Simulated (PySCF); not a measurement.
Isomers of C4H9NSi2. Theory: PySCF, PBE0-D3(BJ)/def2-SVP geometry optimisation, gas phase. Energies are electronic, without zero-point or thermal terms, for one conformer each. No frequencies were run at this level. Point groups hold within 0.08 Å.

Task: Rank from lowest to highest electronic energy at this level (kJ/mol).
A. `[N:1]#[C:2][C@@H:3]1[CH2:4][Si@H:5]1[CH2:6][SiH3:7]` with C4–Si5–C6–Si7 29°
B. `[N:1]#[C:2][Si@@H:3]1[CH2:4][CH2:5][CH2:6][SiH2:7]1` with C2–Si3–C4–C5 -86°, Si3–C4–C5–C6 -53°, C4–C5–C6–Si7 53°, C5–C6–Si7–Si3 -26°
C. `[N:1]#[C:2][C@@H:3]1[CH2:4][CH2:5][SiH2:6][SiH2:7]1` with C2–C3–C4–C5 -65°, C3–C4–C5–Si6 -53°, C4–C5–Si6–Si7 25°, C5–Si6–Si7–C3 2°
D. `[N:1]#[C:2][CH2:3][SiH:4]1[CH2:5][SiH2:6][CH2:7]1` with C2–C3–Si4–C5 64°, C3–Si4–C5–Si6 96°, Si4–C5–Si6–C7 16°, C5–Si6–C7–Si4 -16°, C3–Si4–C7–Si6 -96°
E. `[CH:1]#[C:2][C@H:3]1[CH2:4][SiH2:5][NH:6][SiH2:7]1` with C2–C3–C4–Si5 164°, C3–C4–Si5–N6 -29°, C4–Si5–N6–Si7 8°, Si5–N6–Si7–C3 11°

Result: B (0.0), D (11.4), C (33.5), E (55.5), A (127.9).

As drawn, the lowest has an Si–Si bond, which the highest lacks; the highest has a three-membered ring, which the lowest lacks.

```csv
SMILES,E (Eh),E rel (kJ/mol),dipole (D),point group,"A, B, C (MHz)"
N#C[Si@@H]1CCC[SiH2]1,-790.75966,0.0,4.28,C1,"2621, 1303, 1099"
N#CC[SiH]1C[SiH2]C1,-790.75531,11.4,4.10,C1,"3776, 1028, 946.3"
N#C[C@@H]1CC[SiH2][SiH2]1,-790.74690,33.5,3.72,C1,"2466, 1462, 1230"
C#C[C@H]1C[SiH2]N[SiH2]1,-790.73854,55.5,1.05,C1,"3348, 1279, 974.0"
N#C[C@@H]1C[Si@H]1C[SiH3],-790.71094,127.9,5.36,C1,"3844, 859.5, 814.9"
```

Task: How do the relative energies change in single points at PBE0/pcSseg-1 (no added dispersion term) on the same geometries?

Result: 
| SMILES | PBE0-D3(BJ)/def2-SVP (kJ/mol) | PBE0/pcSseg-1 (kJ/mol) | shift |
| --- | --- | --- | --- |
| N#C[Si@@H]1CCC[SiH2]1 | 0.0 | 0.0 | 0.0 |
| N#CC[SiH]1C[SiH2]C1 | 11.4 | 9.2 | -2.2 |
| N#C[C@@H]1CC[SiH2][SiH2]1 | 33.5 | 39.0 | +5.5 |
| C#C[C@H]1C[SiH2]N[SiH2]1 | 55.5 | 59.1 | +3.6 |
| N#C[C@@H]1C[Si@H]1C[SiH3] | 127.9 | 127.3 | -0.6 |

Each column counts from its own lowest isomer. The order is unchanged; the largest shift is 5.5 kJ/mol.

Task: As an exercise, what shares would exp(−E/RT) give at 2000 K from these electronic energies alone (no entropy, no degeneracies)?

Result: RT = 16.629 kJ/mol: N#C[Si@@H]1CCC[SiH2]1 59.8 %, N#CC[SiH]1C[SiH2]C1 30.1 %, N#C[C@@H]1CC[SiH2][SiH2]1 8.0 %, C#C[C@H]1C[SiH2]N[SiH2]1 2.1 %, N#C[C@@H]1C[Si@H]1C[SiH3] under 0.1 %.
